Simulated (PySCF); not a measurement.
Stationary points of H3TaO

These are results of PBE0 in PySCF with Ta def2-TZVP with ECP60, O def2-TZVP, H def2-TZVP; scalar-relativistic core potentials, no spin–orbit coupling; density-fitted integrals, not measurements.

Relaxations began from a few typed shapes. The search is not exhaustive: other isomers or separated fragments can lie lower, and high-lying points may rest on an excited occupation.

Question: Which is the lowest minimum found?
A. singlet C3v: Ta–H 1.782 Å (×3), Ta–O 1.692 Å; H–Ta–H 114.8° (×3), H–Ta–O 103.4° (×3)
B. singlet C2v: Ta–H 1.791 Å (×2), Ta–H 1.974 Å, Ta–O 1.723 Å; H–Ta–H 69.8° (×2), H–Ta–H 139.6°, H–Ta–O 110.2° (×2), H–Ta–O 180.0°

Answer: A. The others lie at 332.9 (singlet C2v, a saddle point) kJ/mol above it.

For the lowest minimum: no spin–orbit coupling is included, which matters more the heavier the element.
